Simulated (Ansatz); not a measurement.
`B[NH][GaH2]` + NH₃ → `BN` + `[NH2][GaH2]` at 400 K and 1 bar (ligand exchange at a B–N bond).

Calculated with Ansatz (gas phase, PBE0-D4/def2-TZVP geometries, no zero-point term in ΔE). CBS: MP2 limit from def2 TZ/QZ plus the TZ coupled-cluster correction, frozen cores. This one scheme is used for every species. For Ga outer-core shells are correlated without core-valence functions, which leaves a few kJ/mol of doubt a bond. Scalar relativity is left out up to krypton.

```json
{"species": "`B[NH][GaH2]`", "CCSD(T)/CBS energy (Eh)": "-2006.47671", "H − E (kJ/mol)": "160.2", "S (J/(mol·K))": "324.5"}
{"species": "NH₃", "CCSD(T)/CBS energy (Eh)": "-56.50880", "H − E (kJ/mol)": "104.2", "S (J/(mol·K))": "203.1"}
{"species": "`BN`", "CCSD(T)/CBS energy (Eh)": "-81.93499", "H − E (kJ/mol)": "142.5", "S (J/(mol·K))": "243.5"}
{"species": "`[NH2][GaH2]`", "CCSD(T)/CBS energy (Eh)": "-1981.05479", "H − E (kJ/mol)": "122.4", "S (J/(mol·K))": "284.4"}
```

H − E and S are ideal-gas, rigid-rotor, harmonic terms from PBE0-D4/def2-TZVP. 1 Eh = 2625.50 kJ/mol, R = 8.31446 J/(mol·K).

Task: By hand: ΔE, ΔH, ΔS and ΔG.

Result: ΔE = (-81.93499) + (-1981.05479) − (-2006.47671) − (-56.50880) = -0.00427 Eh = -11.2 kJ/mol. Δ(H − E) = 142.5 + 122.4 − 160.2 − 104.2 = 0.5, so ΔH = -10.7 kJ/mol. ΔS = 243.5 + 284.4 − 324.5 − 203.1 = 0.3 J/(mol·K). ΔG = -10.7 − 400 × (0.3)/1000 = -10.8 kJ/mol.

Task: By hand: the equilibrium constant, and the temperature at which ΔG would vanish if ΔH and ΔS stayed fixed.

Result: log₁₀ K = −ΔG/(RT ln 10) = 1.4. ΔH and −TΔS have one sign here, so there is no such temperature. One of them is within its doubt of zero, so this could turn.

The number of gas molecules stays the same, so ΔS is small and ΔH decides. A doubt of 5 kJ/mol in ΔE shifts log₁₀ K by 0.7 here. These are equilibria of isolated gas molecules and say nothing of rates. Largest T1 diagnostic: 0.014 (customary marks: 0.02 for closed shells, 0.045 for open ones).
